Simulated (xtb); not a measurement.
ClF3H2OSi2, SMILES O([SiH2]Cl)[Si](F)(F)F. All values are semi-empirical tight-binding results from xtb (GFN2-xTB unless named), good for trends rather than for accurate numbers. The structure is a stationary point at GFN2-xTB. The structure was generated by enumeration, and PubChem lists no compound with its InChIKey, so it may never have been made. The values are those of a single conformer.

Optimised geometry:

```xyz
9

Si     1.1387    -0.5128     0.6038
F      1.3279    -2.0485     0.8983
F      1.9171    -0.1808    -0.7259
F      1.8265     0.2997     1.7659
O     -0.3951    -0.1648     0.5115
Si    -1.8323     0.4490     0.0213
Cl    -1.6444     1.1018    -1.8437
H     -2.7262    -0.6945     0.1075
H     -2.0906     1.5410     0.9465
```
Charge 0, spin multiplicity 1.

The geometry has at least one imaginary mode, so it is a saddle point at that level.

* **orbital gap**: 6.13 eV
* **dipole moment**: 2.78 D
* **static polarisability (D4 model)**: 87.0 bohr³
* **solvation energy, GFN2-xTB/ALPB(water)**: 1.4 kcal/mol
* **solvation energy, GFN2-xTB/ALPB(acetone)**: -2.2 kcal/mol

Computed atomic charges and the Wiberg bond orders between heavy atoms:
charges (e) Si1 0.75, F2 -0.22, F3 -0.22, F4 -0.22, O5 -0.40, Si6 0.55, Cl7 -0.16, H8 -0.03, H9 -0.04. Bond orders Si1–F2 1.11, Si1–F3 1.11, Si1–F4 1.10, Si1–O5 1.22, O5–Si6 0.96, Si6–Cl7 1.22.
